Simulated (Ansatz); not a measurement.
A search over several starts for the lowest SCF solution of Nb3H3Se9 at the given spin, in a small basis.

```yaml
crystal:
  periodic: [false, false, false]
  atoms:
    - {symbol: Nb, position_ang: [-1.647654, -0.659311, 0.013495]}
    - {symbol: Nb, position_ang: [0.012246, 1.689763, 0.024582]}
    - {symbol: Nb, position_ang: [1.573361, -1.077123, 0.179064]}
    - {symbol: Se, position_ang: [-4.045333, -1.367984, -0.175155]}
    - {symbol: Se, position_ang: [-0.228739, -2.456309, 1.232052]}
    - {symbol: Se, position_ang: [0.136505, -1.599041, -1.864499]}
    - {symbol: Se, position_ang: [-1.286304, 0.861465, 1.985592]}
    - {symbol: Se, position_ang: [-1.776002, 1.188391, -1.700327]}
    - {symbol: Se, position_ang: [2.223576, 1.048936, 1.266423]}
    - {symbol: Se, position_ang: [1.545642, 0.413607, -1.891538]}
    - {symbol: Se, position_ang: [0.318215, 4.171594, 0.180621]}
    - {symbol: Se, position_ang: [3.542561, -2.634258, 0.131233]}
    - {symbol: H, position_ang: [-3.688891, -2.632399, 0.536942]}
    - {symbol: H, position_ang: [-1.139589, 4.449894, 0.025297]}
    - {symbol: H, position_ang: [4.432806, -1.437826, 0.080914]}
basis:
  gaussian: {orbitals: def2-SVP, initial_orbitals: start.molden}
magnetization: {spin_polarized: true, initial_magnetization: 2}
hamiltonian: {xc: pbe0, dispersion: d4}
output: {orbitals: {seedname: orbitals}}
```

The file start.molden holds the orbitals of an earlier run on this structure, at another level or in another basis.

```sh
$ ansatz run in.yaml --threads 2 --pin off --events-out ev --progress --plain --max-ram 32768MiB --backend cuda --devices 0, --max-vram 18GiB
```

It prints (some lines left out):

```
Functional definition: PBE0
3903 factors; integrals over basis functions are off by at most 1.1e-3 eV
mean field evaluation 1: about -592718.8773 eV, gradient 1.1e1 eV
mean field evaluation 2: about -592719.3084 eV, gradient 5.9e-1 eV
mean field evaluation 4: about -592719.4621 eV, gradient 5.9e-2 eV
mean field evaluation 8: about -592719.4622 eV, gradient 2.4e-5 eV
mean field evaluation 16: about -592719.2875 eV, gradient 2.2e0 eV
mean field evaluation 32: about -592719.4621 eV, gradient 1.2e-2 eV
mean field evaluation 64: about -592719.2746 eV, gradient 1.1e0 eV
mean field -592719.46215141 eV, -21782.0384743829 hartree, gradient 2.4e-5 eV, S^2 2.042597; 8 other end points of the search recorded, 0 dependent functions left out
reference -592719.46221179 eV, -21782.0384766019 hartree; 175, 173 occupied and 221, 223 virtual orbitals, 3903 factors
Total energy: -592720.78826925 eV, -21782.0872083149 hartree
```

Run time 28 s (2 threads of AMD EPYC 7R13 on a shared host and a share (18 GiB) of an NVIDIA H100 80GB HBM3), peak host memory 1.1 GiB.

In the def2 sets Nb takes a core potential; there is no spin–orbit coupling. At PBE0-D4/def2-TZVP a singlet of charge 0 lies 0.57 eV below the triplet, each at its own geometry.
